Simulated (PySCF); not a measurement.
EPR parameters of [C3H8S3Si]+

Species: C3H8S3Si (charge +1 and doublet state).
Z-matrix (Å and degrees, GFN2-xTB geometry), rows numbered from 1:
```
Si
S   1  2.2289
C   2  1.8285  1  103.12
C   3  1.5095  2  111.52  1  -152.45
S   4  1.8164  3  108.35  2   -67.05
C   5  1.8097  4   95.42  3   -38.63
S   6  1.8062  5  112.29  4    15.20
H   1  1.4577  2  101.08  3    56.38
H   1  1.4570  2  102.37  3   -61.05
H   1  1.4482  2   99.76  3   177.68
H   3  1.0892  2  110.88  1   -26.10
H   4  1.0901  3  111.55  2    51.00
H   4  1.0925  3  111.19  2   173.63
H   6  1.0924  5  109.61  4  -104.32
H   6  1.0908  5  108.44  4   136.92
```

The hyperfine couplings belong to this conformer and change with its torsions.

The species is `[SiH3][S+][C@@H]1CSCS1` [radical] (charge +1).

Computed, not measured: UKS B3LYP, pcH-1 on C H S Si, non-relativistic, mean-field spin-orbit, GIAO in PySCF. The structure is a single GFN2-xTB conformer in the gas phase; no vibrational or solvent corrections. A GFN2-xTB geometry isn't a minimum of the functional, and hyperfine couplings can be far from their values at a DFT geometry, by a factor of two or more for some ions and for spin on atoms past the first row. Stability of the SCF solution: not tested.

* g1, g2, g3: 2.00631, 2.01388, 2.02223
* g_iso: 2.01414
* Form of g: rhombic: the two nearest values differ by 48 % of g3 − g1
* ⟨S²⟩: 0.7533 (exact 0.7500)
* α and β electrons: 44, 43
* Total energy: -1602.94919 Eh
* Basis functions: 295

Hyperfine couplings atom by atom, in mT; T1 to T3 are the principal values of the dipolar part (MHz turned into mT with g_iso):

```
atom  isotope  a_iso  of which spin–orbit     T1     T2    T3  Mulliken spin population
 Si1     29Si   0.30                 0.00  -0.02  -0.02  0.04                     -0.01
  S2      33S   0.75                 0.02  -1.49  -1.41  2.90                      0.40
  C3      13C  -0.27                 0.00  -0.04  -0.02  0.06                     -0.03
  C4      13C  -0.20                 0.00  -0.07  -0.03  0.10                     -0.01
  S5      33S   0.31                 0.00  -0.74  -0.71  1.46                      0.21
  C6      13C  -0.50                 0.01  -0.11  -0.09  0.20                     -0.03
  S7      33S   0.47                 0.01  -1.43  -1.38  2.82                      0.37
  H8       1H   0.78                 0.00  -0.05  -0.03  0.08                      0.01
  H9       1H   0.62                 0.00  -0.06  -0.03  0.09                      0.01
 H10       1H  -0.02                 0.00  -0.05  -0.04  0.09                      0.00
 H11       1H  -0.07                 0.00  -0.10   0.02  0.08                      0.00
 H12       1H   0.42                 0.00  -0.08  -0.01  0.09                      0.00
 H13       1H   1.34                 0.00  -0.06  -0.05  0.11                      0.01
 H14       1H   3.62                 0.00  -0.14  -0.06  0.20                      0.03
 H15       1H   2.42                 0.00  -0.09  -0.05  0.14                      0.03
```

The Mulliken spin populations are largest on S2 (+0.40), S7 (+0.37) and S5 (+0.21). Three atoms exceed +0.15.

S2, the radical centre as drawn in `[SiH3][S+][C@@H]1CSCS1`, holds a spin population of +0.40 out of 1.

Under fast tumbling the dipolar parts average out, and these isotropic splittings remain: 1 × 1H (H14, I = 1/2, 2 lines) with 3.62 mT, 1 × 1H (H15, I = 1/2, 2 lines) with 2.42 mT, 1 × 1H (H13, I = 1/2, 2 lines) with 1.34 mT, 3 × 1H (H8/H9/H10, I = 1/2, 4 lines) with 0.46 mT, 1 × 1H (H12, I = 1/2, 2 lines) with 0.42 mT and 1 × 1H (H11, I = 1/2, 2 lines) with 0.07 mT.

Class means assume fast exchange of nuclei equivalent by connectivity; if that motion is slow, each nucleus keeps its own coupling. The three 1H nuclei of mean +13.0 MHz run from -0.4 to 21.9 MHz in the frozen geometry.

The 29Si coupling of Si1 (8.4 MHz) shows only in satellite lines or after enrichment, since that isotope makes up about 4.7 % of natural silicon.

The 33S coupling of S2 (21.3 MHz) shows only in satellite lines or after enrichment, since that isotope makes up about 0.76 % of natural sulfur.

Examples of negative spin density at the nucleus (bohr⁻³): C6 (-0.0128), Si1 (-0.0095) and C3 (-0.0069).
